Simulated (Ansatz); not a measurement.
One change: `[SiH3][SbH][SiH3]` becomes `[SiH3][SbH2]`.

Ansatz, PBE0-D4/def2-TZVP geometries, multiplicity 1. 

Elements past krypton have def2 core potentials.

```tsv
property	`[SiH3][SbH][SiH3]`
HOMO–LUMO gap (PBE0/def2-TZVPP) / eV	6.60
zero-point energy (PBE0-D4/def2-TZVP) / kJ/mol	147.7
HOMO–LUMO gap (B3LYP/def2-TZVPP) / eV	6.20
HOMO energy (PBE0/def2-TZVPP) / eV	-7.16
HOMO–LUMO gap (ωB97M-V/def2-TZVPP) / eV	10.12
HOMO–LUMO gap (PBE/def2-TZVPP) / eV	4.94
```

Q: Give the same properties after the change, and the shifts. (An estimate is asked.)

A: Ansatz gave: 
```json
{"property": "HOMO–LUMO gap (PBE0/def2-TZVPP) / eV", "`[SiH3][SbH2]`": "6.78", "shift": "0.18"}
{"property": "zero-point energy (PBE0-D4/def2-TZVP) / kJ/mol", "`[SiH3][SbH2]`": "99.5", "shift": "-48.2"}
{"property": "HOMO–LUMO gap (B3LYP/def2-TZVPP) / eV", "`[SiH3][SbH2]`": "6.38", "shift": "0.18"}
{"property": "HOMO energy (PBE0/def2-TZVPP) / eV", "`[SiH3][SbH2]`": "-7.25", "shift": "-0.09"}
{"property": "HOMO–LUMO gap (ωB97M-V/def2-TZVPP) / eV", "`[SiH3][SbH2]`": "10.34", "shift": "0.22"}
{"property": "HOMO–LUMO gap (PBE/def2-TZVPP) / eV", "`[SiH3][SbH2]`": "5.09", "shift": "0.15"}
```

With PBE0 the HOMO falls by 0.09 eV and the LUMO rises by 0.09 eV, so the gap widens by about 0.18 eV. PBE moves the HOMO by -0.06 eV and ωB97M-V by -0.13 eV. The zero-point energy changes by -48.2 kJ/mol with -9 modes.

B3LYP here is the variant with VWN-RPA as its local correlation; programs differ in this.

Spin–orbit coupling is left out; it splits and shifts lone-pair levels of the heavy atoms by tenths of an eV.
